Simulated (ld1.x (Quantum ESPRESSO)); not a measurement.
**Scattering properties, RRKJ potential for Be (Z = 4)**

ld1.x (Quantum ESPRESSO) 7.5 input, shortened:

```
&input
   title='Be', zed=4., rel=0, dft='PBE', iswitch=3,
   config='[He] 2s2 2p0'
 /
 &inputp
   pseudotype=2, tm=.false., lloc=-2, rcloc=2.15,
   nlcc=.true., new_core_ps=.true.
 /
2
2S  1  0   2.00   0.00  2.05  2.05  0.0
2P  2  1   0.00   0.00  4.20  4.20  0.0
 &test
   configts(1)='2s2 2p0'
 /
```

The phase is arctan(r·u′/u) with u = r·R(r), unwrapped; energies in Ry, scanned from -2 to 5 Ry. A pole is an energy at which the radial function vanishes at the test radius. The pseudo phase is shifted by a multiple of π to meet the all-electron one at the reference energy, and phase errors are pseudo minus all-electron; the curves can meet again beyond the range given. Levels narrower than the energy grid can be missing from the lists of poles.

```csv
channel,radius (bohr),reference energy (Ry),"poles, all-electron","poles, pseudo",unbroken range about the reference energy with phases within 0.05 rad,phase error 1 Ry above the reference energy (rad)
s,4.57,-0.41,"-0.32, 1.46, 4.32","-0.32, 1.46, 4.27",below 2.6,-0.005
p,4.57,-0.15,"-0.00, 1.51, 4.03","-0.00, 1.80, 4.82",below 0.4,+0.284
```

Phases in the s channel:

```csv
E (Ry),all-electron,pseudo
-2.00,1.407,1.407
-1.52,1.377,1.377
-1.04,1.319,1.319
-0.56,0.943,0.943
-0.08,-1.809,-1.809
0.40,-2.606,-2.610
0.88,-4.467,-4.469
1.36,-4.687,-4.688
1.84,-4.795,-4.797
2.32,-4.963,-4.972
2.80,-6.651,-6.784
3.28,-7.668,-7.679
3.76,-7.790,-7.795
4.24,-7.846,-7.851
4.72,-7.891,-7.898
```
